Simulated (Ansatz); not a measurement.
Two isomers of C2H5NSi: A = `NC1=C[SiH2]1`, B = `C1=C[SiH2]N1`.

Calculated with Ansatz (gas phase, PBE0-D4/def2-TZVP geometries, no zero-point term in ΔE). CCSD(T)/CBS adds triple-zeta CCSD(T) − MP2 to the extrapolated MP2 energy (def2 sets, frozen cores). Functionals use def2-TZVPP. B3LYP here is the variant with VWN-RPA as its local correlation; programs differ in this. Each species was taken in one conformer, which may not be the lowest.

Task: Which isomer does CCSD(T)/CBS put lower? Give the gap. (Estimate.)

Result: Ansatz gave: B, by 96.0 kJ/mol.

Task: Give E(B) − E(A) in kJ/mol with CCSD/def2-TZVPP, B3LYP, B2PLYP, CCSD(T)/def2-TZVPP, r2SCAN-D4, LDA (SPW92), MP2/def2-TZVPP. (Best estimate.)

Result: Computed: CCSD/def2-TZVPP -96.0, B3LYP -83.4, B2PLYP -89.2, CCSD(T)/def2-TZVPP -95.6, r2SCAN-D4 -82.7, LDA (SPW92) -78.0, MP2/def2-TZVPP -94.7. None reverses the order clearly.

Task: Does the order hold for the free energy at 298.15 K (harmonic terms from PBE0-D4)? (Estimate.)

Result: Ansatz gave: Yes: G(B) − G(A) = -93.0 kJ/mol, for one conformer each.

Largest T1 diagnostic: 0.013.

Leaving LDA and LC-ωPBE aside and taking each functional with its dispersion term where it has one, the values, not all of them listed here, spread over 14.4 kJ/mol, from BHLYP-D4 to PBE-D4. From PBE to PBE0 (25 % exact exchange), in def2-TZVPP and without D4, E(B) − E(A) moves by −5.5 kJ/mol.
